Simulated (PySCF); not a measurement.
Isomers of C8H9N, mass 119.073 u with the commonest isotopes. Theory: PBE0-D3(BJ)/def2-SVP geometry optimisation, gas phase (PySCF). One conformer each, none proved a minimum here; rigid rotors.

Question: Order these by rotational constant B, largest first.
A. `[H]/[N:9]=[CH:8]/[c:7]1[c:2]([CH3:1])[cH:3][cH:4][cH:5][cH:6]1` with C6–C7–C8–N9 0°
B. `[CH2:1]=[C:2]([CH3:3])[c:4]1[cH:5][cH:6][cH:7][cH:8][n:9]1` with C1–C2–C4–C5 5°
C. `[cH:1]1[cH:2][cH:3][c:4]([N:5]2[CH2:6][CH2:7]2)[cH:8][cH:9]1` with C3–C4–N5–C6 -53°
D. `[cH:1]1[cH:2][c:3]([CH:4]2[CH2:5][CH2:6]2)[cH:7][cH:8][n:9]1` with C2–C3–C4–C5 -36°

Answer: A (1563 MHz), B (1273 MHz), C (1193 MHz), D (1107 MHz).

Question: Order these by out-of-plane moment Σ m c² = (Ia + Ib − Ic)/2, smallest first.
A. `[cH:1]1[cH:2][c:3]([CH:4]2[CH2:5][CH2:6]2)[cH:7][cH:8][n:9]1` with C2–C3–C4–C5 -36°
B. `[CH2:1]=[C:2]([CH3:3])[c:4]1[cH:5][cH:6][cH:7][cH:8][n:9]1` with C1–C2–C4–C5 5°
C. `[cH:1]1[cH:2][cH:3][c:4]([N:5]2[CH2:6][CH2:7]2)[cH:8][cH:9]1` with C3–C4–N5–C6 -53° (1-phenylaziridine)

Answer: B (1.76 u·Å²), C (10.27 u·Å²), A (19.80 u·Å²).

Question: Order these by dipole moment, smallest first.
A. `[cH:1]1[cH:2][c:3]([CH:4]2[CH2:5][CH2:6]2)[cH:7][cH:8][n:9]1` with C2–C3–C4–C5 -36°
B. `[cH:1]1[cH:2][cH:3][c:4]([N:5]2[CH2:6][CH2:7]2)[cH:8][cH:9]1` with C3–C4–N5–C6 -53°
C. `[H]/[N:9]=[CH:8]/[c:7]1[c:2]([CH3:1])[cH:3][cH:4][cH:5][cH:6]1` with C6–C7–C8–N9 0°
D. `[CH2:1]=[C:2]([CH3:3])[c:4]1[cH:5][cH:6][cH:7][cH:8][n:9]1` with C1–C2–C4–C5 5°

Answer: B (1.45 D), D (1.69 D), C (2.03 D), A (2.97 D).

```csv
SMILES,point group,Ia (u·Å²),Ib (u·Å²),Ic (u·Å²),κ,μa (D),μb (D),μc (D)
C=C(C)c1ccccn1,near Cs,138.13,397.00,531.61,-0.76,1.07,1.30,0.05
c1ccc(N2CC2)cc1,Cs,118.57,423.72,521.74,-0.86,0.96,0.00,1.10
[H]/N=C/c1ccccc1C,Cs,202.47,323.41,522.71,-0.22,0.26,2.01,0.01
c1cc(C2CC2)ccn1,Cs,114.07,456.72,531.20,-0.91,2.93,0.52,0.00
```
